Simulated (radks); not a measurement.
Effect of the nuclear size on the cobalt ion Co2+, [Ar] 3d7. Method: Dirac Kohn-Sham, LDA (Slater exchange, Perdew-Wang correlation), spin-unpolarised, spherical densities, finite nucleus; open shells fill j = l - 1/2 first; Fermi nuclear charge, rms radius 3.7875 fm; computed with a radial shooting solver on a logarithmic mesh with Libxc functionals. The rms radius is varied about that value; shifts are against it.

\begin{tabular}{lrrrrr}
rms radius (fm) & total energy shift (eV) & density at nucleus (e/bohr^3) & 1s1/2 shift (meV) & 2s1/2 shift (meV) & 3s1/2 shift (meV) \\ \hline
3.1095 & -0.0438 & 1.728e+04 & -18.6 & -1.71 & -0.255 \\
3.5565 & -0.0158 & 1.717e+04 & -6.74 & -0.619 & -0.092 \\
3.7875 & 0 & 1.712e+04 & 0.000 & 0.000 & 0.000 \\
3.9731 & 0.0134 & 1.709e+04 & 5.70 & 0.524 & 0.078 \\
4.4541 & 0.0510 & 1.7e+04 & 21.7 & 1.99 & 0.297 \\
\end{tabular}

Slopes of the eigenvalues against <r^2> in GHz/fm^2, as finite differences over the two radii next to the reference (eigenvalue slopes, not the field-shift constants of lines): 1s1/2 959, 2s1/2 88.1, 3s1/2 13.1.
